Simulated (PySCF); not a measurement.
## UHF on Sc⁺ (scandium, charge +1)

Configuration: [Ar] 3d1 4p1, one real determinant (an excited configuration). Computed with PySCF 2.14 in x2c-QZVPPall (11s7p5d3f2g, 96 functions), with the spin-free X2C one-electron Hamiltonian (Gaussian nucleus).

* Total energy: -762.979688 hartree
* One-electron energy: -1038.7358 hartree
* Hartree (Coulomb) energy: 313.9726 hartree
* Exchange energy: -38.2165 hartree
* ⟨S²⟩: 2.0018
* ⟨L²⟩: 8.023
* Sum of ⟨r⟩: 17.67 bohr
* Sum of ⟨r²⟩: 36.87 bohr²
* Traceless quadrupole moment −½Σ⟨3z² − r²⟩ along its main axis: -7.44 e·bohr²
* Langevin diamagnetic susceptibility: -29.2 ×10⁻⁶ cm³/mol

```
shell  electrons  mean orbital energy (hartree)  spread (hartree)  rms radius, mean of both spins (bohr)
 1s α          1                     -167.12348                 0                                 0.0844
 1s β          1                     -167.12272                 0                                 0.0844
 2s α          1                      -19.56178                 0                                  0.370
 2s β          1                      -19.54781                 0                                  0.370
 2p α          3                      -15.98891           0.00418                                  0.340
 2p β          3                      -15.97359           0.01583                                  0.340
 3s α          1                       -2.91230                 0                                   1.15
 3s β          1                       -2.85146                 0                                   1.15
 3p α          3                       -1.91069           0.03884                                   1.26
 3p β          3                       -1.83396           0.04758                                   1.26
 3d α          1                       -0.65134                 0                                   1.79
 4p α          1                       -0.33121                 0                                   4.52
```

⟨L²⟩ = 8.02 against 12 for a pure F term, so this real determinant mixes terms.

Densities and radii are taken from the X2C orbitals without a picture-change correction, which distorts them close to the nucleus.

Spin-orbit constants ζ (cm⁻¹) from the X2C one-electron operator on these orbitals: bare nucleus, nucleus screened by l(l+1)(2l+1)/3 electrons, and screened by the Breit-Pauli mean field of the electrons.

```tsv
shell	bare	screened nucleus	mean field
2p	26920	24350	23190
3p	2782	2517	2378
3d	184.4	96.60	80.52
4p	160.1	144.9	136.0
```

To first order the Landé constant is A = 49.50 cm⁻¹, so the lowest level has J = 2 and lies 0.0245 eV below the centre of the term. This holds in LS coupling only.
